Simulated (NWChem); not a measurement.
Basis-set convergence for CH$_{7}$BO

```xyz
10

B     -1.2824    -0.2910    -0.6101
H     -1.7317    -0.7500     0.4309
H     -1.5853     0.8665    -0.8298
H     -1.3478    -1.0386    -1.5689
C      0.7992     0.5132     0.8103
O      0.3604    -0.2138    -0.3469
H      0.3659     0.0847     1.7273
H      0.4372     1.5403     0.6838
H      1.8981     0.5047     0.8509
H      0.6974    -1.1216    -0.3303
```
Charge 0, spin multiplicity 1.

The numbers come from NWChem runs, not from measurements. All single points use one geometry, from B3LYP/def2-SVP, a minimum by its harmonic frequencies.

Quantity: vertical ionisation energy at the level ΔMP2 (Δ: difference of total energies, the cation a doublet at the parent's geometry; it is the state that the SCF runs reached, from PBE0 orbitals for Hartree-Fock references, and need not be the lowest).

The correlated methods keep 3 core orbitals frozen. The Pople sets run with spherical d functions. The structure started from a generated list of species. No SCF solution was tested for a lower state. Open-shell Hartree-Fock references start from PBE0 orbitals; any time given for them includes that run.

Relative cost: rough, from shared machines, SCF included, 3-21G = 1.

```
basis        functions  vertical ionisation energy (eV)  relative cost
-----------  ---------  -------------------------------  -------------
3-21G               41                            10.33              1
6-31G*              56                              [?]        under 3
pcseg-1             77                            10.66        under 3
cc-pVDZ             77                            10.63              3
6-311++G**         115                            10.72             10
aug-pcseg-1        132                              [?]             10
aug-cc-pVDZ        132                            10.73             30
def2-TZVP          135                            10.76             20
cc-pVTZ            188                              [?]             90
```

Problem. Some entries are withheld; supply them.

Solution. 
- 6-31G*, vertical ionisation energy (eV): 10.38
- aug-pcseg-1, vertical ionisation energy (eV): 10.69
- cc-pVTZ, vertical ionisation energy (eV): 10.83
